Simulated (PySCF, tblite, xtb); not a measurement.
Potential energy curve for SiN, doublet.

Levels: GFN2-xTB, 300 K electronic temperature (tblite); UKS-wB97X-V = unrestricted wB97X-V/cc-pVDZ (PySCF 2.14.0); GFN1-xTB (xtb); UCCSD(T) = CCSD(T) on UHF/cc-pVDZ, 6 core orbitals frozen in PySCF.

Energies relative to the lowest point of each curve near equilibrium, in kJ/mol:

```csv
R / Å,GFN2-xTB,UKS-wB97X-V,GFN1-xTB
1.27,746.8,401.0,504.2
1.32,443.0,255.7,303.5
1.39,184.7,119.8,128.4
1.46,55.1,42.4,38.2
1.51,13.4,13.6,8.9
1.56,0.0,1.5,0.0
1.59,1.8,0.0,2.1
1.65,20.9,1.1,18.5
1.73,65.0,12.7,57.8
1.81,114.8,39.7,108.7
```

Task: Predict the corresponding UCCSD(T) column.

Result: 1.27: 439.8; 1.32: 287.1; 1.39: 141.6; 1.46: 55.6; 1.51: 21.1; 1.56: 3.8; 1.59: 0.0; 1.65: 3.8; 1.73: 25.4; 1.81: 58.3 (kJ/mol).

The scan ran from 1.27 to 6.20 Å; beyond the distances shown one of the unrestricted levels run for this scan, shown here or not, changes its spin distribution in one step. The unrestricted determinant behind UCCSD(T) is spin-contaminated at 1.39 to 1.81 Å (<S²> up to 2.0, against 0.75 for a pure doublet).
